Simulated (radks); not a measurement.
The numbers below are computed, except where a source is named.
Problem. I+, configuration [Kr] 4d10 5s2 5p4. Code: a radial shooting solver on a logarithmic mesh with Libxc functionals. Model: scalar-relativistic Kohn-Sham, r2SCAN, spin-unpolarised, spherical densities, finite nucleus; meta-GGA in the generalised Kohn-Sham scheme; Fermi nuclear charge, rms radius 4.75 fm; hard spherical wall at 3 bohr. Some entries of the table are withheld. Estimate them.

orbital  occ.  eigenvalue (hartree)  r(max) (bohr)  <1/r> (bohr^-1)
1s          2             -1213.997        0.01754            56.83
2s          2             -187.9998            (1)              (2)
2p          6             -168.5969            (3)            12.45
3s          2             -38.02613         0.2852            4.682
3p          6             -31.69768         0.2792            4.444
3d         10             -22.23413         0.2322            4.198
4s          2                   (4)         0.6816            1.875
4p          6              -4.64323         0.7161            1.715
4d         10              -1.74644         0.7810              (5)
5s          2              -0.49734          1.659           0.7634
5p          4               0.05522          1.802           0.7269
4f          0               0.95163          1.405           0.8363
5d          0               0.99955            (6)           0.7347
6s          0               2.46514          2.357           0.8301

Solution. 
(1) 2s r(max) (bohr): 0.09906
(2) 2s <1/r> (bohr^-1): 13.04
(3) 2p r(max) (bohr): 0.07950
(4) 4s eigenvalue (hartree): -6.63028
(5) 4d <1/r> (bohr^-1): 1.424
(6) 5d r(max) (bohr): 2.006
